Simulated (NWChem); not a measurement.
System: C₃H₇Br; SMILES CC(C)Br

NWChem printed, in part:

```
             Northwest Computational Chemistry Package (NWChem) 7.3.0
             --------------------------------------------------------

 CS  symmetry detected

                             Geometry "geometry" -> ""
                             -------------------------

 Output coordinates in angstroms (scale by  1.889725989 to convert to a.u.)

  No.       Tag          Charge          X              Y              Z
 ---- ---------------- ---------- -------------- -------------- --------------
    1 C                    6.0000     0.13469325     1.54711719    -1.26820300
    2 C                    6.0000    -0.39993862     0.91806170     0.00000000
    3 C                    6.0000     0.13469325     1.54711719     1.26820300
    4 Br                  35.0000     0.01882161    -1.00903256     0.00000000
    5 H                    1.0000     1.23294702     1.48707046    -1.30528300
    6 H                    1.0000    -0.15241375     2.61147486    -1.29882100
    7 H                    1.0000    -0.26865823     1.05608856    -2.16455300
    8 H                    1.0000    -1.49919389     0.93309544     0.00000000
    9 H                    1.0000     1.23294702     1.48707046     1.30528300
   10 H                    1.0000    -0.15241375     2.61147486     1.29882100
   11 H                    1.0000    -0.26865823     1.05608856     2.16455300

 Effective nuclear repulsion energy (a.u.)     251.1002498302

      Symmetry information
      --------------------

 Group name             Cs
 Group number              2
 Group order               2
 No. of unique centers     7

                                Z-matrix (autoz)
                                --------

 Units are Angstrom for bonds and degrees for angles

[...]

      ----------------------
      Optimization converged
      ----------------------

  Step       Energy      Delta E   Gmax     Grms     Xrms     Xmax
  ---- ---------------- -------- -------- -------- -------- --------
@    5   -2689.78787514 -7.6D-07  0.00009  0.00003  0.00059  0.00170
                                     ok       ok       ok       ok

                                Z-matrix (autoz)
                                --------

 Units are Angstrom for bonds and degrees for angles

[...]

 Rotational Constants
 --------------------
 A=   0.268634 cm-1  (  0.386496 K)
 B=   0.095569 cm-1  (  0.137499 K)
 C=   0.075440 cm-1  (  0.108539 K)

 Temperature                      =   298.15K
 frequency scaling parameter      =   1.0000

 Zero-Point correction to Energy  =   63.352 kcal/mol  (  0.100958 au)
 Thermal correction to Energy     =   66.607 kcal/mol  (  0.106144 au)
 Thermal correction to Enthalpy   =   67.199 kcal/mol  (  0.107088 au)

 Total Entropy                    =   74.179 cal/mol-K
   - Translational                =   40.316 cal/mol-K (mol. weight = 122.9713)
   - Rotational                   =   26.212 cal/mol-K (symmetry #  =        1)
   - Vibrational                  =    7.650 cal/mol-K

 Cv (constant volume heat capacity) =   17.346 cal/mol-K
   - Translational                  =    2.979 cal/mol-K
   - Rotational                     =    2.979 cal/mol-K
   - Vibrational                    =   11.388 cal/mol-K

[normal modes left out]

 ----------------------------------------------------------------------------
 Normal Eigenvalue ||           Projected Infra Red Intensities
  Mode   [cm**-1]  || [atomic units] [(debye/angs)**2] [(KM/mol)] [arbitrary]
 ------ ---------- || -------------- ----------------- ---------- -----------
    1       -0.000 ||    0.000670           0.015         0.653       0.595
    2       -0.000 ||    0.001011           0.023         0.986       0.898
    3       -0.000 ||    0.000001           0.000         0.001       0.001
    4       -0.000 ||    0.000583           0.013         0.568       0.517
    5        0.000 ||    0.000386           0.009         0.376       0.343
    6        0.000 ||    0.000595           0.014         0.580       0.528
    7      262.646 ||    0.000075           0.002         0.073       0.067
    8      282.283 ||    0.001026           0.024         1.000       0.911
    9      307.733 ||    0.000629           0.015         0.613       0.558
   10      320.157 ||    0.003314           0.076         3.231       2.943
   11      433.131 ||    0.002971           0.069         2.897       2.638
   12      575.187 ||    0.039337           0.908        38.347      34.930
   13      950.460 ||    0.011685           0.270        11.391      10.376
   14     1028.406 ||    0.001217           0.028         1.187       1.081
   15     1039.440 ||    0.000026           0.001         0.025       0.023
   16     1167.091 ||    0.009967           0.230         9.716       8.850
   17     1235.011 ||    0.000464           0.011         0.452       0.412
   18     1295.239 ||    0.031687           0.731        30.890      28.137
   19     1388.271 ||    0.082786           1.910        80.704      73.511
   20     1492.187 ||    0.000706           0.016         0.688       0.627
   21     1563.239 ||    0.004924           0.114         4.800       4.372
   22     1576.214 ||    0.002729           0.063         2.661       2.424
   23     1627.690 ||    0.002074           0.048         2.022       1.841
   24     1630.371 ||    0.000821           0.019         0.801       0.729
   25     1638.625 ||    0.005705           0.132         5.562       5.066
   26     1649.919 ||    0.005860           0.135         5.713       5.204
   27     3200.559 ||    0.014027           0.324        13.675      12.456
   28     3207.676 ||    0.044438           1.025        43.320      39.459
   29     3270.263 ||    0.005765           0.133         5.620       5.119
   30     3273.321 ||    0.026397           0.609        25.733      23.440
   31     3297.309 ||    0.015048           0.347        14.670      13.362
   32     3302.308 ||    0.017108           0.395        16.678      15.192
   33     3321.842 ||    0.037604           0.868        36.659      33.391
 ----------------------------------------------------------------------------
```

Level: Hartree-Fock/6-31G* (spherical d). This build's default masses of Se (78.918 u) and Br (79.917 u) are each other's, which moves their modes by up to 0.6 %.

**Question.** Reconstruct the input file.

**Answer.** One answer among several that fit: the input that was run:
```
start job
memory heap 200 mb stack 900 mb global 1100 mb
geometry units angstroms
  C      0.139103    -1.545987    -1.268203
  C     -0.400328    -0.921042     0.000000
  C      0.139103    -1.545987     1.268203
  Br     0.003670     1.009201     0.000000
  H      1.236865    -1.477536    -1.305283
  H     -0.139849    -2.612511    -1.298821
  H     -0.267995    -1.058060    -2.164553
  H     -1.499436    -0.944489     0.000000
  H      1.236865    -1.477536     1.305283
  H     -0.139849    -2.612511     1.298821
  H     -0.267995    -1.058060     2.164553
end
basis spherical
  * library 6-31g*
end
dft
  xc hfexch
  iterations 150
end
driver
  maxiter 120
end
task dft optimize
task dft freq
```
